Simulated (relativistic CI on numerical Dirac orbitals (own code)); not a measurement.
**What each ingredient does to the levels of Au³³⁺**

Base calculation: Dirac-Coulomb-Breit CI, KLI orbitals optimised for each configuration, QED by a radiative potential, unscaled Slater integrals.

Configurations in the expansion (outside the closed core [Ar] 3d10): 4s2.4p6.4d10, 4s2.4p6.4d9.4f, 4s2.4p5.4d10.4f, 4s.4p6.4d10.4f, 4s2.4p6.4d9.5s, 4s2.4p6.4d9.5p, 4s2.4p6.4d9.5d, 4s2.4p5.4d10.5s, 4s2.4p6.4d9.5f, 4s2.4p5.4d10.5p, 4s2.4p6.4d9.5g, 4s2.4p6.4d9.6s, 4s2.4p5.4d10.5d, 4s2.4p6.4d9.6p, 4s.4p6.4d10.5s, 4s2.4p6.4d9.6d, 4s.4p6.4d10.5p, 4p6.4d10.4f2, 4p6.4d9.4f3, 4p5.4d10.4f3, 4p6.4d9.4f2.5s, 4p6.4d9.4f2.5p, 4p6.4d9.4f2.5d. Double excitations out of closed p, d and f shells are left out; levels of such configurations are missing from the list, as are those of other unlisted configurations, and high levels can miss mixing partners. These lack a partner that the ground configuration has and come out too high: 4s2.4p5.4d10.5s, 4s2.4p6.4d9.5f, 4s2.4p5.4d10.5p, 4s2.4p6.4d9.5g, 4s2.4p6.4d9.6s.

Variants: (1) Breit term removed. Shifts of the energy above 4s2.4p6.4d10 1S_0, in eV, for the lowest level and the first level of each name with at least 55 % of one term (blank where a level changes its place among those of its configuration and J or its character, or is not in the variant):

| Level | Base | Δ(1) |
| --- | --- | --- |
| 4s2.4p6.4d10 1S_0 | 0.000 | 0.000 |
| 4s2.4p6.4d9.4f 3P°_0 | 214.743 | +0.337 |
| 4s2.4p6.4d9.4f 3P°_1 | 217.514 | +0.456 |
| 4s2.4p6.4d9.4f 3H°_5 | 222.572 | +0.568 |
| 4s2.4p6.4d9.4f 3F°_3 | 226.083 | +0.488 |
| 4s2.4p6.4d9.4f 3H°_6 | 226.364 | +0.853 |
| 4s2.4p6.4d9.4f 3F°_4 | 231.757 | +0.749 |
| 4s2.4p6.4d9.4f 3G°_5 | 233.743 | +0.769 |
| 4s2.4p6.4d9.4f 3D°_1 | 236.902 | +0.702 |
| 4s2.4p6.4d9.4f 3H°_4 | 245.276 | +1.008 |
| 4s2.4p6.4d9.4f 3G°_3 | 252.812 | +0.961 |
| 4s2.4p6.4d9.4f 1P°_1 | 293.174 | +0.847 |
| 4s2.4p5.4d10.4f 3D_1 | 443.312 | +1.429 |
| 4s2.4p5.4d10.4f 3D_2 | 447.673 | +1.526 |

At this charge energies of transitions that change n are usually good to better than 1 %, and those within a shell (Δn = 0) to a few per cent.

Ionisation energy from the two ground configurations alone: base 1474.85 eV; Breit term removed 1475.53 eV. The NIST ASD value (theoretical) is 1475 eV.

LS names give the leading component of a level, which can be under half, so a name can repeat, a term be missing and a line seem to break the LS rules.
